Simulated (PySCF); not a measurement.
Ga(OH)2(tBu), SMILES C[C](C)(C)[Ga]([OH])[OH] (GFN2-xTB optimised geometry):

```
18

Ga     0.389    -0.661     0.000
O      2.151    -0.661     0.000
H      2.779     0.055     0.015
O     -0.291    -2.280    -0.033
H      0.253    -3.066    -0.055
C     -0.996     0.920     0.000
C     -1.726     0.901    -1.336
C     -1.980     0.663     1.132
C     -0.257     2.235     0.197
H     -2.508     1.664    -1.346
H     -2.191    -0.071    -1.498
H     -1.039     1.099    -2.160
H     -2.425    -0.326     1.024
H     -1.482     0.714     2.100
H     -2.779     1.406     1.111
H      0.272     2.245     1.152
H      0.468     2.397    -0.602
H     -0.965     3.066     0.189
```

Calculation: CAM-B3LYP/def2-SVP run with PySCF 2.14.0.

Problem. What are the frontier orbital energies and the dipole moment?

Solution. HOMO-2 -10.31 eV, HOMO-1 -9.62 eV, HOMO -8.34 eV, LUMO 0.86 eV, LUMO+1 1.21 eV; dipole moment 1.70 D.

On the same geometry PBE/def2-SVP run with PySCF gives HOMO-2 -7.12 eV, HOMO-1 -6.42 eV, HOMO -5.82 eV, LUMO -0.97 eV, LUMO+1 -0.51 eV; dipole moment 1.54 D.

Meta-Löwdin charges at CAM-B3LYP/def2-SVP: Ga1 0.79, O2 -0.66, H3 0.32, O4 -0.66, H5 0.32, C6 -0.08, C7 -0.28, C8 -0.28, C9 -0.28, H10 0.09, H11 0.10, H12 0.09, H13 0.10, H14 0.09, H15 0.09, H16 0.09, H17 0.09, H18 0.09.
